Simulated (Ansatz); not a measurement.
Born–Oppenheimer molecular dynamics of C3H10OSSi (16 atoms, charge 0, multiplicity 1). It starts from a relaxed structure.

Level of theory: RKS PBE/6-31G in Ansatz 0.2.0.

```yaml
ensemble: NVE (velocity Verlet)
time_step: 0.5 fs
steps_asked: 150
starting_velocities_drawn_for: 500 K
seed: 580087
```

First frame:

```xyz
16
Properties=species:S:1:pos:R:3
C -1.764 -1.580 -1.184
O -1.030 -0.613 -0.372
Si 0.583 -0.962 0.263
C 1.143 0.621 1.190
C 1.048 1.910 0.356
S -0.746 2.522 0.117
H -1.217 -1.827 -2.113
H -1.959 -2.510 -0.618
H -2.724 -1.112 -1.445
H 1.520 -1.262 -0.900
H 0.533 -2.175 1.180
H 2.196 0.446 1.492
H 0.555 0.729 2.119
H 1.549 2.748 0.867
H 1.514 1.790 -0.637
H -1.224 1.253 -0.273
```

(1) How far do the bonds stretch over the last three quarters of this one trajectory? (Pairs bonded in most of those frames.)

## Answers

(1) 
```
   bond  mean (Å)  spread (Å)  shortest  longest
  C1–O2     1.469       0.023      1.43     1.50
  C1–H7     1.114       0.042      1.05     1.18
  C1–H8     1.107       0.025      1.06     1.15
  C1–H9     1.112       0.060      1.02     1.20
 O2–Si3     1.767       0.011      1.75     1.79
 Si3–C4     1.932       0.019      1.90     1.97
Si3–H10     1.529       0.024      1.49     1.56
Si3–H11     1.523       0.003      1.52     1.53
  C4–C5     1.536       0.026      1.50     1.58
 C4–H12     1.113       0.021      1.08     1.15
 C4–H13     1.106       0.024      1.07     1.14
  C5–S6     1.914       0.037      1.86     1.96
 C5–H14     1.103       0.027      1.06     1.15
 C5–H15     1.115       0.059      1.02     1.19
 S6–H16     1.406       0.026      1.36     1.46
```

Mean temperature of the second half: 237 K. The conserved energy stayed within 0.43 meV per atom of its start (net change 0.22 meV per atom), so the integration is sound. The temperature averaged 0.47 of the 500 K drawn at the start: a run that starts near a minimum puts about half its kinetic energy into the potential. A run of 0.075 ps of so small a system gives no equilibrium averages. Limits of this set-up: no polarisation functions.

The run took 9.5 min on 1 thread of Arm Neoverse V2, on a shared host, peak memory 0.13 GiB.
